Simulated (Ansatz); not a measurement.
Tuning the range parameter of LC-ωPBE so that −HOMO meets the ionisation energy; basis def2-SVP, Ansatz. System: the cluster B3As3. Total charge 0; singlet. Geometry: r2SCAN-D4/def2-SVP. The ionised state is a doublet.

Geometry of the singlet:

```xyz
6

B    -0.218    0.590   -0.580
B    -1.082   -0.360    0.612
B    -0.326   -1.156   -0.482
As   -0.664    1.571    1.074
As    1.179   -0.369   -1.593
As    1.111   -0.276    0.969
```

The structure comes from a short search, and lower isomers may exist.

| ω (1/bohr) | HOMO (eV) | LUMO (eV) | vertical IE (eV) | HOMO + IE (eV) |
| --- | --- | --- | --- | --- |
| 0.1 | -6.81 | -1.78 | 7.94 | 1.13 |
| 0.15 | -7.35 | -1.31 | 7.97 | 0.62 |
| 0.2 | -7.77 | -0.99 | 8.01 | 0.24 |

Q: Estimate the row for 0.3 bohr⁻¹.

A: 
| ω (1/bohr) | HOMO (eV) | LUMO (eV) | vertical IE (eV) | HOMO + IE (eV) |
| --- | --- | --- | --- | --- |
| 0.3 | -8.35 | -0.62 | 8.10 | -0.25 |

Q: Where does the tuning condition hold?

A: Near ω = 0.25 bohr⁻¹, by linear interpolation.
